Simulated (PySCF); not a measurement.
## Shapes and spin states of Mo(OH)2

Method: PBE0/[Mo def2-SVP with ECP28, O def2-SVP, H def2-SVP], scalar-relativistic core potentials, density fitting, no spin–orbit coupling, PySCF.

Relaxations began from a few typed shapes and spin states; open shells are unrestricted. The search is not exhaustive: other isomers or separated fragments can lie lower, and high-lying points may rest on an excited occupation.

```tsv
spin	group	bonds	angles	imaginary modes (cm⁻¹)	ΔE (kJ/mol)	ΔE with ZPE (kJ/mol)
quintet	C2	Mo–O 1.902 Å (×2), O–H 0.966 Å (×2)	H–O–Mo 123.5° (×2), O–Mo–O 140.0°	none	0.0	0.0
quintet	C2h	Mo–O 1.915 Å (×2), O–H 0.965 Å (×2)	H–O–Mo 129.6° (×2), O–Mo–O 180.0°	114i	12.0	–
triplet	C2v	Mo–O 1.816 Å (×2), O–H 0.961 Å (×2)	H–O–Mo 161.9° (×2), O–Mo–O 162.8°	none	46.9	49.5
triplet	D∞h	Mo–O 1.815 Å (×2), O–H 0.960 Å (×2)	H–O–Mo 180.0° (×2), O–Mo–O 180.0°	2 found	47.5	–
singlet (closed shell, unstable to spin polarisation)	C2v	Mo–O 1.816 Å (×2), O–H 0.961 Å (×2)	H–O–Mo 155.4° (×2), O–Mo–O 157.4°	none	143.0	145.9
singlet (closed shell, unstable to spin polarisation)	D∞h	Mo–O 1.814 Å (×2), O–H 0.960 Å (×2)	H–O–Mo 180.0° (×2), O–Mo–O 180.0°	2 found	145.3	–
```

The lowest minimum found is the quintet C2: Mo–O 1.902 Å (×2), O–H 0.966 Å (×2); H–O–Mo 123.5° (×2), O–Mo–O 140.0°.

For the lowest minimum: with open d or f shells other occupations or spin states may lie lower.

The electron or spin density has lower symmetry than the nuclear frame for the singlet (closed shell, unstable to spin polarisation) C2v at 143.0 kJ/mol.
